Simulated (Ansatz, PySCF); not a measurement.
C4H5Si, SMILES C1=C[SiH]C=C1 (connectivity only; charge and spin as stated), charge +1, multiplicity 1. Atoms are numbered in the order given.

```xyz
10

C      0.0000     0.7582    -1.2380
C      0.0000     1.3872    -0.0430
Si     0.0000     0.0000     1.1427
C      0.0000    -1.3872    -0.0430
C      0.0000    -0.7582    -1.2380
H      0.0000     1.2895    -2.1960
H      0.0000     2.4688     0.0959
H      0.0000     0.0000     2.6217
H      0.0000    -2.4688     0.0959
H      0.0000    -1.2895    -2.1960
```
Charge +1, spin multiplicity 1.

The structure is a stationary point at PBE0-D3(BJ)/def2-SVP. The spin state was assumed, not searched. The isomer is the one that the SMILES or the coordinates give; other isomers of the formula were not compared.

Two levels are set side by side: PBE-D3(BJ)/def2-SVP (Ansatz, an electronic-structure program) and PBE0-D3(BJ)/def2-SVP (Ansatz). Each level has its own optimised geometry; the coordinates shown are those of the second. Frequencies come from the Hessian of PySCF at each geometry. Differences are taken from unrounded values.

```csv
quantity,PBE0-D3(BJ)
mean bond length (Å),1.372
bond C1–C2 (Å),1.350
bond C1–C5 (Å),1.516
bond C2–Si3 (Å),1.825
bond Si3–C4 (Å),1.825
bond C4–C5 (Å),1.350
bond C1–H6 (Å),1.095
bond C2–H7 (Å),1.090
bond Si3–H8 (Å),1.479
bond C4–H9 (Å),1.090
bond C5–H10 (Å),1.095
highest harmonic wavenumber (cm⁻¹),3272
mean harmonic wavenumber (cm⁻¹),1347
zero-point energy (kcal/mol),46.21
```

### Question
What does PBE-D3(BJ) give, and how far is it from PBE0-D3(BJ)? (The exact figures need the calculation; the answer reports its results.)

### Answer

```csv
quantity,PBE-D3(BJ),PBE-D3(BJ) minus PBE0-D3(BJ)
mean bond length (Å),1.382,0.010
bond C1–C2 (Å),1.362,0.011
bond C1–C5 (Å),1.525,0.008
bond C2–Si3 (Å),1.839,0.014
bond Si3–C4 (Å),1.839,0.014
bond C4–C5 (Å),1.362,0.011
bond C1–H6 (Å),1.103,0.008
bond C2–H7 (Å),1.098,0.008
bond Si3–H8 (Å),1.493,0.014
bond C4–H9 (Å),1.098,0.008
bond C5–H10 (Å),1.103,0.008
highest harmonic wavenumber (cm⁻¹),3185,-87
mean harmonic wavenumber (cm⁻¹),1299,-48
zero-point energy (kcal/mol),44.57,-1.64
```

Exact exchange shortens and stiffens bonds; PBE has none. Differences between two approximate levels are no errors against the true value.
